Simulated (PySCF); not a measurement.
Numbering as in the mapped SMILES `[CH:1]1=[C:2]([c:3]2[cH:4][cH:5][cH:6][s:7]2)[CH2:8][CH2:9]1`. Each H is labelled by its parent atom.

Geometry: GFN2-xTB; GIAO absolute shieldings from PySCF, gas phase, non-relativistic, averaged over equivalent atoms.

At KT2/cc-pVDZ (170 basis functions, 46 s wall time on 1 thread of an Arm Neoverse V1, shared host):
| atoms | σ (ppm) |
| --- | --- |
| C3 | 63.1 |
| C2 | 64.3 |
| C6 | 80.2 |
| C1 | 80.3 |
| C5 | 82.9 |
| C4 | 85.4 |
| C8 | 166.4 |
| C9 | 167.5 |
| S7 | 382.8 |
| H(C6) | 24.85 |
| H(C5) | 24.97 |
| H(C4) | 25.04 |
| H(C1) | 25.53 |
| H(C8) | 28.81 |
| H(C9) | 28.99 |

Estimate the result of repeating the calculation with PBE0/pcSseg-1.

## Answers


| atoms | σ at PBE0/pcSseg-1 | change |
| --- | --- | --- |
| C3 | 37.5 | -25.6 |
| C2 | 38.8 | -25.5 |
| C6 | 52.7 | -27.5 |
| C1 | 53.5 | -26.8 |
| C5 | 56.0 | -26.9 |
| C4 | 58.9 | -26.5 |
| C8 | 155.9 | -10.5 |
| C9 | 158.1 | -9.4 |
| S7 | 286.0 | -96.8 |
| H(C6) | 24.59 | -0.26 |
| H(C5) | 24.68 | -0.29 |
| H(C4) | 24.72 | -0.32 |
| H(C1) | 25.29 | -0.24 |
| H(C8) | 28.86 | +0.05 |
| H(C9) | 29.06 | +0.07 |

The largest change is at S7 (aromatic ring sulfur). Cost: 200 basis functions, 40 s wall time on 1 thread of an Arm Neoverse V1, shared host. The order of the carbon signals is the same at both levels.
